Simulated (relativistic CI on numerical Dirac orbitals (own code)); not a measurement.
**Pd5+: M2,3 absorption edge**

Computed with this model: Dirac-Coulomb-Breit CI, separate exchange-only KLI orbitals for each configuration, model QED (radiative potential, 1s self-energy scaled to tabulated hydrogen-like ionisation energies), valence Slater integrals scaled by 0.7, multiplet model of core-to-valence dipole absorption; configurations [Kr] 4d5 → [Ne] 3s2 3p5 3d10 4s2 4p6 4d6; 80 K; Lorentzian 3 eV and Gaussian 0.4 eV FWHM. Energies are those of the free ion, without screening or charge transfer. The branching ratio is the share of the lower-energy edge in the whole absorption, uncertain by about 0.02 where the edges overlap. S is read from ⟨S²⟩ = S(S + 1).

Field parameters in Wybourne normalisation: Oh B⁴₀ = 21Dq, B⁴₄ = √(5/14) B⁴₀. The field is a parameter set, without covalency.

Computed curve for Oh, 10Dq = 29950 cm⁻¹, scaled to 100 at the maximum (points under 2 are left out and the grid is thinned):

```
Energy (eV)  Intensity
      530.5        2.1
      531.5        2.5
      532.5        3.0
      533.5        3.7
      534.5        4.7
      535.5        6.2
      536.5        8.4
      537.5       12.3
      538.5       19.6
      539.5       34.0
      540.5       53.3
      541.5       61.9
      542.5       81.6
      543.5      100.0
      544.5       77.4
      545.5       48.5
      546.5       28.7
      547.5       17.8
      548.5       12.0
      549.5        8.5
      550.5        6.3
      551.5        4.9
      552.5        3.9
      553.5        3.2
      554.5        2.7
      555.5        2.3
      556.5        2.0
      566.0        2.2
      567.0        2.9
      568.0        4.0
      569.0        6.3
      570.0       11.2
      571.0       20.0
      572.0       24.0
      573.0       16.9
      574.0       10.2
      575.0        6.1
      576.0        3.9
      577.0        2.7
      578.0        2.0
```

The ground state has S = 0.56, and the centroid lies at 547.68 eV.
